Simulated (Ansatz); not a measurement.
CH6ClGaN2, SMILES `C[NH][Ga]([NH2])[Cl]` at its PBE0-D4/def2-TZVP geometry, where that method's forces vanish. Total charge 0; spin multiplicity 1.

```xyz
11

C     0.0649    1.7401    0.1727
N     0.4865    0.5291    0.8347
Ga    0.1808   -1.1673    0.3085
N    -0.7882   -1.6502   -1.1420
Cl    0.9305   -2.7283    1.5734
H     0.9113    2.3524   -0.1620
H    -0.5262    1.5004   -0.7144
H    -0.5678    2.3648    0.8145
H     1.0136    0.6797    1.6785
H    -0.7603   -2.6055   -1.4571
H    -0.9450   -1.0153   -1.9067
```

(1) What forces (eV/Å) does PBE-D4/def2-TZVPP give on these atoms in Ansatz 0.2.0? (Estimate.)

## Answers

(1) The calculation gave: 
```
C1  -0.025  0.054 -0.042
N2  -0.032  0.012 -0.025
Ga3  0.073 -0.078  0.012
N4  -0.174  0.025  0.111
Cl5  0.084 -0.188  0.157
H6   0.170  0.144 -0.078
H7  -0.119 -0.037 -0.180
H8  -0.137  0.148  0.126
H9   0.187  0.026  0.300
H10  0.018 -0.321 -0.111
H11 -0.045  0.215 -0.269
```
